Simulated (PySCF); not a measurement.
H₃O₃Re, SMILES [OH][Re]([OH])[OH] (connectivity only; charge and spin as stated), neutral, multiplicity 3.

Geometry: B3LYP-D3(BJ)/def2-SVP. The spin state was assumed, not searched. The def2 effective core potentials stand for the cores of Re; spin–orbit coupling is left out. One conformer was computed; it need not be the lowest.

All values below come from PySCF with PBE/def2-TZVPD.

Isolated molecule, no solvent.

Computed frontier levels, dipole moment and polarisability:
| Item | Result |
|---|---|
| α spin, highest occupied and lowest empty level | -5.01 and -2.13 eV |
| β spin, highest occupied and lowest empty level | -4.39 and -3.18 eV |
| dipole moment | 1.05 D |
| quadrupole, principal values (traceless, Buckingham form, about the centre of nuclear charge) | -10.75, 1.31, 9.44 D·Å |
| mean static polarisability | 66.8 bohr³ (9.90 Å³) |
| polarisability, principal values | 60.9, 66.5, 72.9 bohr³ |
| ⟨S²⟩ | 2.009 (pure state 2.00) |
